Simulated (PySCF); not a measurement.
SMILES COC(=O)[CH2][GeH3], GFN2-xTB optimised geometry.

```
14

C      1.10     2.36     0.02
O      0.45     1.09     0.00
C     -0.89     1.09     0.00
O     -1.55     2.10     0.00
C     -1.40    -0.32     0.00
Ge     0.11    -1.56    -0.26
H      0.78     2.95    -0.84
H      2.16     2.16    -0.03
H      0.85     2.89     0.94
H     -2.16    -0.41    -0.77
H     -1.90    -0.50     0.95
H      1.08    -1.51     0.87
H      0.83    -1.28    -1.54
H     -0.43    -2.95    -0.34
```

Density from CAM-B3LYP/def2-TZVP (PySCF 2.14.0) at that geometry.

Minimum of the electron density along straight lines between bonded atoms, close to the bond critical point (lines longer than 1.1 times the sum of covalent radii, or with two minima, are not listed):

| bond | length / Å | ρ at the minimum / e bohr⁻³ | ∇²ρ there / e bohr⁻⁵ | position (fraction from the first atom) |
|---|---|---|---|---|
| C1–O2 | 1.419 | 0.251 | -0.48 | 0.35 |
| O2–C3 | 1.344 | 0.310 | -0.70 | 0.65 |
| C3–O4 | 1.200 | 0.439 | -0.28 | 0.34 |
| C3–C5 | 1.496 | 0.268 | -0.72 | 0.53 |
| C5–Ge6 | 1.972 | 0.125 | 0.09 | 0.53 |
| C1–H7 | 1.092 | 0.286 | -1.03 | 0.65 |
| C1–H8 | 1.087 | 0.290 | -1.05 | 0.65 |
| C1–H9 | 1.092 | 0.286 | -1.02 | 0.65 |
| C5–H10 | 1.090 | 0.277 | -0.94 | 0.65 |
| C5–H11 | 1.091 | 0.275 | -0.93 | 0.64 |
| Ge6–H12 | 1.489 | 0.145 | 0.09 | 0.60 |
| Ge6–H13 | 1.490 | 0.145 | 0.09 | 0.60 |
| Ge6–H14 | 1.501 | 0.141 | 0.10 | 0.59 |
